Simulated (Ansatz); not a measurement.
B₂H₇NSi, SMILES `BB(N)[SiH3]`. The species carries charge 0 and has multiplicity 1.

Cartesian coordinates in Å:
```
B 1.6150 0.0027 -0.8046
B 0.2588 -0.4241 0.0224
N -0.1268 -1.6093 0.6370
Si -1.0742 1.1267 0.1326
H 2.5346 0.5567 -0.2670
H 1.6716 -0.0629 -2.0022
H 0.4432 -2.4393 0.6498
H -1.0048 -1.7268 1.1155
H -0.5090 2.3106 0.8384
H -2.2846 0.6811 0.8897
H -1.5239 1.5847 -1.2117
```

List the harmonic frequencies (cm⁻¹, unscaled) at PBE0-D4/def2-TZVP in Ansatz. (Best estimate.)

The calculation gave: 40, 129, 227, 269, 312, 466, 489, 549, 624, 665, 767, 824, 885, 930, 937, 942, 1059, 1178, 1409, 1651, 2176, 2210, 2212, 2559, 2624, 3593, 3681.

Is this a minimum?

Yes, all 27 modes are real.

Give the ideal-gas thermochemistry at 298.15 K and 1 bar (rigid rotor, harmonic oscillator; point group Cs, symmetry number 1).

Zero-point energy 199.8 kJ/mol; H(298) − E = 221.0 kJ/mol; entropy 340.6 J/(mol·K), of which translation 162.0, rotation 108.0, vibration 70.6; G(298) − E = 119.4 kJ/mol. Modes under 100 cm⁻¹ are hindered rotations or soft bends, so the harmonic entropy is rough.

And at 400, 500, 600, 800 and 1000 K?


```
T (K)  H − E (kJ/mol)  S (J/mol/K)  G − E (kJ/mol)
  400           233.5        376.5            82.9
  500           247.8        408.3            43.6
  600           263.6        437.1             1.3
  800           298.9        487.7           -91.3
 1000           337.8        531.1          -193.3
```
